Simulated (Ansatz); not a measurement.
Cost and result up the ladder for InF₃ (4 atoms). The state is a singlet with charge 0. Geometry: PBE0-D4/def2-TZVP.

Cartesian coordinates in Å:
```
In 0.0001 0.0000 0.0006
F -1.8465 0.0402 -0.5176
F 1.3716 0.0692 -1.3389
F 0.4748 -0.1095 1.8559
```

Ansatz on 4 threads of Arm Neoverse V2 on a shared host. Times are rough, and most runs start from the orbitals of an earlier one. CAM-B3LYP-D4/def2-TZVP serves as the yardstick here, not as an exact answer. Differences are given only for rows in sets of like size (and for xTB, whose basis is part of the method), since another set adds its own error. Binding counts from free atoms at the same level (In doublet, F doublet; other spins of the atoms weren't run), without zero-point energy or a counterpoise term.

In the def2 sets In takes a core potential; there is no spin–orbit coupling. LC-ωPBE has ω = 0.4 bohr⁻¹. HSE06 is defined as in plane-wave codes, on full-range PBE exchange. Correlated methods freeze 7 core orbitals; core or outer-core shells of In are correlated, in sets that lack core-valence functions.

Correlated methods converge slowly with the basis.

```
                          level  functions  wall time  binding energy per atom (eV)  difference from CAM-B3LYP-D4/def2-TZVP (eV)
                PBE-D4/def2-SVP         68     0.35 s                          3.21                                            –
          LDA (SPW92)/def2-TZVP        143     0.45 s                          3.80                                         0.65
               PBE-D4/def2-TZVP        143     0.65 s                          3.27                                         0.12
            revPBE-D4/def2-TZVP        143     0.65 s                          3.11                                        -0.04
                  MP2/def2-TZVP        143      0.8 s                          3.27                                         0.12
              LC-ωPBE/def2-TZVP        143     0.85 s                          3.25                                         0.10
             HSE06-D4/def2-TZVP        143        1 s                          3.06                                        -0.09
         CAM-B3LYP-D4/def2-TZVP        143      1.1 s                          3.15                                         0.00
PBE0-D4/def2-TZVP (with forces)        143      1.1 s                          3.06                                        -0.09
            r2SCAN-D4/def2-TZVP        143      1.4 s                          3.17                                         0.02
           r2SCAN0-D4/def2-TZVP        143      1.6 s                          2.97                                        -0.18
              RPA@PBE/def2-TZVP        143      1.6 s                          2.74                                        -0.41
               B97M-V/def2-TZVP        143      2.2 s                          3.16                                         0.01
             CCSD(T)/def2-TZVPP        143       18 s                          3.06                                        -0.09
```
